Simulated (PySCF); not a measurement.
Species: C3H8OSSi.
SMILES with atom numbers: `[CH3:1][S:2]/[CH:3]=[CH:4]/[O:5][SiH3:6]` (hydrogens: H7, H8, H9 on C1; H10 on C3; H11 on C4; H12, H13, H14 on Si6)

The same species was optimised twice, with GFN2-xTB and with PBE0-D3(BJ)/def2-SVP (PySCF), and the same property calculations (PySCF, gas phase) were run on both structures.

| coordinate | GFN2-xTB | PBE0-D3(BJ)/def2-SVP | change |
| --- | --- | --- | --- |
| O5–Si6 (Å) | 1.628 | 1.679 | +0.051 |
| C1–S2 (Å) | 1.814 | 1.798 | -0.016 |
| C3=C4 (Å) | 1.327 | 1.343 | +0.016 |
| C4–O5 (Å) | 1.346 | 1.353 | +0.007 |
| S2–C3 (Å) | 1.748 | 1.749 | +0.001 |
| C4–O5–Si6 (°) | 133.6 | 127.3 | -6.3 |
| C1–S2–C3 (°) | 103.6 | 102.3 | -1.3 |
| S2–C3–C4 (°) | 127.4 | 128.3 | +0.9 |
| C3–C4–O5 (°) | 124.9 | 125.5 | +0.6 |
| C1–S2–C3–C4 (°) | 0 | -1 | -1 |
| C3–C4–O5–Si6 (°) | -3 | -2 | +1 |

Rotational constants: A = 7696, B = 889.2, C = 808.5 MHz (GFN2-xTB) against A = 7273, B = 907.4, C = 819.0 MHz (PBE0-D3(BJ)/def2-SVP).

On the GFN2-xTB structure: HOMO (eV) -5.81 [PBE0/pcSseg-1]; LUMO (eV) 0.29 [PBE0/pcSseg-1]; dipole (D) 0.74 [PBE0/pcSseg-1]; GIAO shielding of C1 (ppm) 169.4 [PBE0/pcSseg-1]; GIAO shielding of S2 (ppm) 539.6 [PBE0/pcSseg-1]; GIAO shielding of C3 (ppm) 76.6 [PBE0/pcSseg-1]; GIAO shielding of C4 (ppm) 44.7 [PBE0/pcSseg-1]; GIAO shielding of O5 (ppm) 250.0 [PBE0/pcSseg-1]; GIAO shielding of Si6 (ppm) 393.5 [PBE0/pcSseg-1].

Problem. What do these properties become on the PBE0-D3(BJ)/def2-SVP structure?

Solution. 
```tsv
property	level	on GFN2-xTB	on PBE0-D3(BJ)/def2-SVP	change
HOMO (eV)	PBE0/pcSseg-1	-5.81	-5.81	0.00
LUMO (eV)	PBE0/pcSseg-1	0.29	0.30	+0.01
dipole (D)	PBE0/pcSseg-1	0.74	0.66	-0.08
energy, GFN2-xTB geometry as zero (kcal/mol)	PBE0/pcSseg-1	0.0	-2.6	-2.6
GIAO shielding of C1 (ppm)	PBE0/pcSseg-1	169.4	167.9	-1.5
GIAO shielding of S2 (ppm)	PBE0/pcSseg-1	539.6	538.1	-1.5
GIAO shielding of C3 (ppm)	PBE0/pcSseg-1	76.6	74.3	-2.3
GIAO shielding of C4 (ppm)	PBE0/pcSseg-1	44.7	40.2	-4.5
GIAO shielding of O5 (ppm)	PBE0/pcSseg-1	250.0	242.5	-7.5
GIAO shielding of Si6 (ppm)	PBE0/pcSseg-1	393.5	389.1	-4.4
```

The heavy atoms differ by 0.055 Å rms after alignment. Among bonds between heavy atoms O5–Si6 changes most (+0.051 Å). Changes are differences of the printed values. Neither structure is proved a minimum here.

Conformer computed: `[CH3:1][S:2]/[CH:3]=[CH:4]/[O:5][SiH3:6]`: C1–S2–C3–C4 -1°, C3–C4–O5–Si6 -2°.
